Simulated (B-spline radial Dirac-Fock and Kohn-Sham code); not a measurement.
## Ir⁴⁴⁺: eigenvalues, ΔSCF and the reference

System: Ir⁴⁴⁺, configuration [Ar] 3d10 4s2 4p3.

The density-functional columns are spherical, spin-unpolarised Dirac-Kohn-Sham results without Breit or QED terms: −ε is minus the orbital energy of the initial state and ΔSCF the difference of two total energies. The reference in the last column comes from Dirac-Fock ΔSCF + Breit + QED. All numbers are from an atomic code on a B-spline grid, in eV; a selection of levels is shown. The Kohn-Sham columns are given as differences from the reference. For the 1s level of heavy atoms much of the gap between ΔSCF and the reference is the Breit and QED part, -400.1 eV here; for other levels the error of the functional can be larger.

```
     level  LDA −ε − DF  LDA ΔSCF − DF  Dirac-Fock
    K (1s)       -233.2         +387.8     78331.5
   L1 (2s)       -195.5          -54.2     15625.5
L3 (2p3/2)       -159.8           -8.2     13416.2
   M1 (3s)       -111.6          -52.2      5278.1
M3 (3p3/2)        -89.0          -30.7      4646.0
M4 (3d3/2)        -64.3           +2.3      4228.2
M5 (3d5/2)        -65.9           -0.9      4148.7
   N1 (4s)        -27.3           +3.3      2486.5
 N2,3 (4p)        -23.8           +6.1      2298.4
```

Values without a named source are computed, but for edge energies of neutral atoms, which are taken from tables.
